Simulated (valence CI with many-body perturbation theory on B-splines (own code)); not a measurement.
**Questions on Mo III**

Computed by valence CI with perturbative core correlation (CI+MBPT): four valence electrons over a frozen Dirac-Fock core [Kr], a basis of 9 s, 9 p, 10 d, 8 f, 5 g, 3 h, 1 i functions for each j, with the one-electron correlation potential Σ1, the two-electron term Σ2, the three-electron term Σ3, Breit, model QED; selected CI, second order for the rest, scaled by the run's own slope (own B-spline code, finite nucleus).

Set against measurement, 50 paired levels are off by 357 cm⁻¹ on average, the worst by 1033. These come from a selection out of Sugar and Musgrove, J. Phys. Chem. Ref. Data 17, 155 (1988). Levels without a partner in it may be off by more, other configurations by 1,000 to 8,000 cm⁻¹. Among the levels kept, up to 430 cm⁻¹ of a level comes from second order outside the variational space, and about a tenth of that is noise between levels of different J, which matters for small intervals. Only levels of the ground parity were solved; by the run's estimate the other parity begins above the list, which can be wrong where configurations are misplaced.

Rates and lifetimes use the calculated energies. Strong lines usually hold to 10 to 20 %, long lifetimes can be off by a factor of two.

Question: What is the ground level?

Answer: 4d4 5D_0, composition 97 % 4d4 5D + 2 % 4d4 3P.

Question: What is the ionisation energy?

Answer: 26.911 eV; NIST lists 27.13 ± 0.12 eV (semi-empirical).

Question: How is the term 5D of the ground level split?

Answer: J = 0 at 0.0000, J = 1 at 0.0296, J = 2 at 0.0818, J = 3 at 0.1502, J = 4 at 0.2305 eV.

Question: Name the longest-lived excited levels whose lifetime is computed, and their main decay.

Answer: 4d4 5D_1 at 0.0296 eV lives 1380 s, mostly by M1 to 4d4 5D_0; 4d4 3H_6 at 1.682 eV lives 351 s, mostly by M1 to 4d4 3H_5; 4d4 5D_2 at 0.0818 eV lives 238 s, mostly by M1 to 4d4 5D_1.

Question: How well does LS coupling describe the low levels?

Answer: Among the lowest 20 levels the leading LS term, summed over configurations, holds 93 % on average. For single configurations the figures are 91 % in LS and 53 % in jj coupling. Terms mix most in the J = 3 level at 1.761 eV, where the leading one holds 77 %.

Question: What are the static dipole polarisabilities of the lowest levels?

Answer: 4d4 5D_0 9.84; 4d4 5D_1 9.85 (tensor -0.42); 4d4 5D_2 9.86 (tensor -0.26); 4d4 5D_3 9.85 (tensor 0.29) bohr³, of which the core gives 1.79.
